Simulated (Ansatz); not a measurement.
Start from `CC(C)[Si](Cl)(Cl)Cl` and change one atom or group to get `Cl[Si](Cl)(Cl)[GeH3]`.

Ansatz, PBE0-D4/def2-TZVP geometries, multiplicity 1. Each molecule was computed in one conformer, which needn't be the lowest.

Scalar relativity is left out up to krypton.

| property | `CC(C)[Si](Cl)(Cl)Cl` |
| --- | --- |
| size of the dipole moment (B3LYP/def2-TZVPP) / D | 2.16 |
| LUMO energy (ωB97M-V/def2-TZVPP) / eV | 2.25 |
| HOMO energy (PBE0/def2-TZVPP) / eV | -8.65 |
| HOMO–LUMO gap (PBE0/def2-TZVPP) / eV | 8.96 |
| HOMO energy (ωB97M-V/def2-TZVPP) / eV | -10.82 |
| LUMO energy (B3LYP/def2-TZVPP) / eV | 0.05 |

(1) What does the change do to each property? (Best estimate.)

Results:

(1) The calculation gave: 
```csv
property,`Cl[Si](Cl)(Cl)[GeH3]`,shift
size of the dipole moment (B3LYP/def2-TZVPP) / D,1.47,-0.69
LUMO energy (ωB97M-V/def2-TZVPP) / eV,1.55,-0.70
HOMO energy (PBE0/def2-TZVPP) / eV,-8.49,0.16
HOMO–LUMO gap (PBE0/def2-TZVPP) / eV,8.14,-0.82
HOMO energy (ωB97M-V/def2-TZVPP) / eV,-10.49,0.33
LUMO energy (B3LYP/def2-TZVPP) / eV,-0.63,-0.68
```

With PBE0 the HOMO rises by 0.16 eV and the LUMO falls by 0.66 eV, so the gap narrows by about 0.82 eV. PBE moves the HOMO by 0.05 eV and ωB97M-V by 0.33 eV. The zero-point energy changes by -185.2 kJ/mol with -18 modes. Dipoles are sizes alone; their direction can turn.

B3LYP here is the variant with VWN-RPA as its local correlation; programs differ in this.
